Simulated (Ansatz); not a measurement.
Computed with Ansatz on PBE0-D4/def2-TZVP structures; ΔE is electronic, products minus reactants. CCSD(T)/CBS adds triple-zeta CCSD(T) − MP2 to the extrapolated MP2 energy (def2 sets, frozen cores). Functionals use def2-TZVPP. B3LYP here is the variant with VWN-RPA as its local correlation; programs differ in this. For Ge, Se outer-core shells are correlated without core-valence functions, which leaves a few kJ/mol of doubt a bond. Scalar relativity is left out up to krypton. Each species was taken in one conformer, which may not be the lowest.

`C[Se]BF` + `[OH][GeH3]` → `FB[O][GeH3]` + `C[SeH]`  (ligand exchange at a B–Se bond)

`C[Se]BF`:

Z-matrix (Å, degrees):
```
C
Se 1 1.951
H 1 1.088 2 109.1
H 1 1.088 2 108.7 3 120.1
H 1 1.088 2 108.8 3 -120.1
B 2 1.922 1 98.6 3 0.7
F 6 1.322 2 119.1 1 179.9
H 6 1.198 2 121.2 1 -0.1
```

`[OH][GeH3]`:

```xyz
6

O    -0.362    1.323   -0.041
Ge   -0.056   -0.429    0.080
H     0.388    1.805   -0.396
H    -1.353   -1.001    0.658
H     1.141   -0.690    1.015
H     0.243   -1.008   -1.316
```

`FB[O][GeH3]`:

Z-matrix (Å, degrees):
```
Ge
O 1 1.794
H 1 1.535 2 108.4
H 1 1.532 2 105.8 3 120.5
H 1 1.532 2 105.8 3 -120.5
B 2 1.337 1 127.1 3 0.5
F 6 1.328 2 118.4 1 179.8
H 6 1.202 2 123.7 1 -0.2
```

`C[SeH]`:

Cartesian coordinates in Å:
```
C 0.088 0.377 0.385
Se -0.570 -0.280 -1.328
H -0.401 -0.140 1.206
H -0.172 1.435 0.419
H 1.168 0.270 0.446
H -0.114 -1.662 -1.129
```

| species | B3LYP energy (Eh) |
| --- | --- |
| `C[Se]BF` | -2566.94530 |
| `[OH][GeH3]` | -2154.72772 |
| `FB[O][GeH3]` | -2279.58809 |
| `C[SeH]` | -2442.11820 |

Question: Work out ΔE.

Answer: ΔE = (-2279.58809) + (-2442.11820) − (-2566.94530) − (-2154.72772) = -0.03327 Eh = -87.4 kJ/mol. CCSD(T)/CBS gives -80.1 kJ/mol.

Largest T1 diagnostic among the species: 0.013.

From r2SCAN to r2SCAN0 (25 % exact exchange), in def2-TZVPP and without D4, ΔE moves by −3.9 kJ/mol. At CCSD(T), def2-SVP lies −21.9 kJ/mol from the extrapolated value and def2-TZVPP −4.0 kJ/mol.
